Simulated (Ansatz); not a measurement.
Start from `CBN([SiH3])[SiH3]` and change one atom or group to get `[SiH3][N]([SiH3])[GeH3]`.

Ansatz, PBE0-D4/def2-TZVP geometries, multiplicity 1. Each molecule was computed in one conformer, which needn't be the lowest.

Scalar relativity is left out up to krypton.

| property | `CBN([SiH3])[SiH3]` |
| --- | --- |
| HOMO–LUMO gap (PBE/def2-TZVPP) / eV | 5.80 |
| HOMO energy (PBE0/def2-TZVPP) / eV | -8.20 |
| LUMO energy (PBE0/def2-TZVPP) / eV | -0.19 |
| LUMO energy (PBE/def2-TZVPP) / eV | -1.16 |
| LUMO energy (B3LYP/def2-TZVPP) / eV | -0.39 |
| size of the dipole moment (PBE/def2-TZVPP) / D | 0.40 |

Task: What does the change do to each property? (Best estimate.)

Result: Ansatz gave: 
```tsv
property	`[SiH3][N]([SiH3])[GeH3]`	shift
HOMO–LUMO gap (PBE/def2-TZVPP) / eV	4.97	-0.83
HOMO energy (PBE0/def2-TZVPP) / eV	-7.46	0.74
LUMO energy (PBE0/def2-TZVPP) / eV	-0.36	-0.17
LUMO energy (PBE/def2-TZVPP) / eV	-1.21	-0.05
LUMO energy (B3LYP/def2-TZVPP) / eV	-0.52	-0.13
size of the dipole moment (PBE/def2-TZVPP) / D	0.78	0.38
```

With PBE0 the HOMO rises by 0.74 eV and the LUMO falls by 0.17 eV, so the gap narrows by about 0.91 eV. PBE moves the HOMO by 0.78 eV and ωB97M-V by 0.74 eV. Dipoles are sizes alone; their direction can turn.

B3LYP here is the variant with VWN-RPA as its local correlation; programs differ in this.
